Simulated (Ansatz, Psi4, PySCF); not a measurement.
Reaction (SMILES): O=S(F)F -> S(F)(=O)F as doublet, charge +1 + e-

Property: adiabatic ionisation energy (0 K, with zero-point energies), in eV. Conventions: six Cartesian d functions in 6-31G* and its kin unless marked 5d; 6-311+G** with 5d, 6d on Na to Ar in Ansatz (a program for electronic structure); UHF or UKS for open shells; LANL2DZ with its own core potentials from Na on; frozen cores in correlated levels; no dispersion term unless named; no spin-orbit coupling; non-relativistic. First-principles rows: single points at B3LYP-D3(BJ) geometries (Ansatz), with unscaled harmonic terms from B3LYP/6-31G* at its own minima. The spin state of an ion or metal species was assumed, not searched.

| level | program | adiabatic ionisation energy (0 K, with zero-point energies) (eV) |
|---|---|---|
| PBE/STO-3G | Ansatz | 8.17 |
| PBE/3-21G | Ansatz | 12.13 |
| PBE/LANL2DZ | Ansatz | 13.48 |
| PBE/6-311+G** | Ansatz | 12.27 |
| BLYP/6-31G* | Ansatz | 11.66 |
| BP86/def2-SVP | PySCF | 12.03 |
| BP86/6-31G* (5d) | PySCF | 11.85 |
| B3LYP/6-31G* | Ansatz | 12.00 |
| B3LYP/def2-SVP | Ansatz | 12.17 |
| M06-2X/6-311+G** | PySCF | 12.64 |
| wB97X-D/6-31G* | Psi4 | 12.05 |
| MP2/STO-3G | Ansatz | 7.36 |
| MP2/6-31G* | Ansatz | 12.34 |
| B3LYP/def2-TZVPD | Ansatz | 12.14 |

No value to compare with is used here. The 13 habitual levels span 7.36 (MP2/STO-3G) to 13.48 eV (PBE/LANL2DZ); B3LYP/def2-TZVPD gives 12.14.

The levels are drawn from those run, B3LYP/6-31G* more often than the rest, none by its result; runs whose electronic state is in doubt are left out.
